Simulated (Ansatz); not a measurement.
Job for Ansatz (a quantum-chemistry and plane-wave program): R-CCSD(T)/cc-pVTZ on H2O2Se (SMILES O[Se]O), a point of a torsion scan. The run froze 16 orbitals, filled d shells among them.

Ansatz 0.2 input:
```yaml
crystal:
  periodic: [false, false, false]
  atoms:
    - {symbol: O, position_ang: [1.07788868, 0.48107784, -0.29299326]}
    - {symbol: Se, position_ang: [-0.08379743, -0.83953171, -0.69075160]}
    - {symbol: O, position_ang: [-0.84903950, -0.12093786, -2.12467721]}
    - {symbol: H, position_ang: [1.98416764, 0.16481411, -0.32152070]}
    - {symbol: H, position_ang: [-0.33946576, -0.28650292, -2.92482610]}
basis:
  gaussian:
    orbitals: cc-pVTZ
magnetization: {spin_polarized: false}
correlation: {method: ccsd_t, electrons: outside_noble_gas}
scf: {lower_state_search: off}
```

Q: Give the final energy of this run.

A: -2551.4795 hartree (reference determinant -2550.7939, T1 diagnostic 0.015).

Q: How many basis functions does it have, and what does it roughly cost on one machine?

A: 131 functions; very roughly 9 core-seconds.
